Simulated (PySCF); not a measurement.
C2H7ClOTi, SMILES [CH3][Ti]([CH3])([OH])[Cl], multiplicity 1. Atoms are numbered in the order given.

```xyz
12

Ti    -0.2544    -0.0980     0.0000
Cl     1.9445     0.0624     0.0000
O     -0.9537    -1.7010     0.0000
H     -0.8336    -2.6539     0.0000
C     -1.0109     0.9037    -1.6135
H     -2.1124     0.9012    -1.5640
H     -0.6349     1.9405    -1.5925
H     -0.6856     0.4135    -2.5462
C     -1.0109     0.9037     1.6135
H     -0.6856     0.4135     2.5462
H     -0.6349     1.9405     1.5925
H     -2.1124     0.9012     1.5640
```
Charge 0, spin multiplicity 1.

Geometry: PBE0-D3(BJ)/def2-SVP. The spin state was assumed, not searched. One conformer was computed; it need not be the lowest.

Method: TDDFT-PBE/def2-SVPD run with PySCF 2.14.0.

Vertical excitations. Isolated molecule, no solvent. State labels are in the subgroup Cs.

| state | symmetry | energy (eV) | λ (nm) | f | main pairs |
|---|---|---|---|---|---|
| S1 | A" | 3.43 | 361 | 0.000 | HOMO→LUMO 100 % |
| S2 | A' | 3.72 | 333 | 0.000 | HOMO−1→LUMO 93 % |
| S3 | A' | 3.82 | 325 | 0.001 | HOMO→LUMO+1 93 % |
| S4 | A" | 3.82 | 325 | 0.002 | HOMO−1→LUMO+1 99 % |
| S5 | A" | 4.63 | 268 | 0.001 | HOMO→LUMO+2 91 % |
| S6 | A' | 4.76 | 260 | 0.006 | HOMO−1→LUMO+2 91 % |
| S7 | A" | 4.77 | 260 | 0.000 | HOMO−3→LUMO 89 % |
| S8 | A' | 4.81 | 258 | 0.004 | HOMO−2→LUMO 82 %, HOMO−3→LUMO+1 14 % |
| S9 | A" | 4.89 | 254 | 0.005 | HOMO→LUMO+3 88 % |
| S10 | A" | 4.97 | 250 | 0.001 | HOMO−2→LUMO+1 92 % |
| T1 | A" | 3.08 | 403 | 0 | HOMO→LUMO 99 % |
| T2 | A' | 3.28 | 378 | 0 | HOMO−1→LUMO 84 %, HOMO→LUMO+1 16 % |
| T3 | A' | 3.33 | 372 | 0 | HOMO→LUMO+1 83 %, HOMO−1→LUMO 16 % |
| T4 | A" | 3.54 | 350 | 0 | HOMO−1→LUMO+1 99 % |
Triplets are in the Tamm–Dancoff approximation, which puts them higher than full response would, so one can lie above its singlet here.
